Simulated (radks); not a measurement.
The numbers below are computed, except where a source is named.
Ionisation of the fluorine ion F+, [He] 2s2 2p4, to [He] 2s2 2p3 as the strength of local exchange is varied. Level of theory: Dirac Kohn-Sham, Slater X-alpha exchange (alpha = 2/3 is LDA exchange), no correlation, spin-unpolarised, spherical densities, finite nucleus; open shells fill j = l - 1/2 first; Fermi nuclear charge, rms radius 2.8976 fm (a radial shooting solver on a logarithmic mesh with Libxc functionals).

alpha	E(F+) (hartree)	exchange (hartree)	IE (eV)	-e of the level emptied (eV)	<r> of it (bohr)
0.667	-97.89180	-8.51825	36.816	26.825 (2p3/2)	0.9900
0.808	-99.70570	-10.47019	40.100	29.828 (2p3/2)	0.9610
0.812	-99.75755	-10.52633	40.195	29.915 (2p3/2)	0.9602
1.033	-102.65482	-13.69352	45.626	34.929 (2p3/2)	0.9189
1.037	-102.70786	-13.75202	45.728	35.024 (2p3/2)	0.9181

NIST Atomic Spectra Database: 34.971 eV (measured). The central value is not met in this range of alpha. Spin polarisation and multiplet splitting are left out, so open shells lie too high by an amount that depends on their filling.

Beside tabulated values, note that spin-unpolarised runs miss the spin-polarisation part of the exchange energy of open shells.
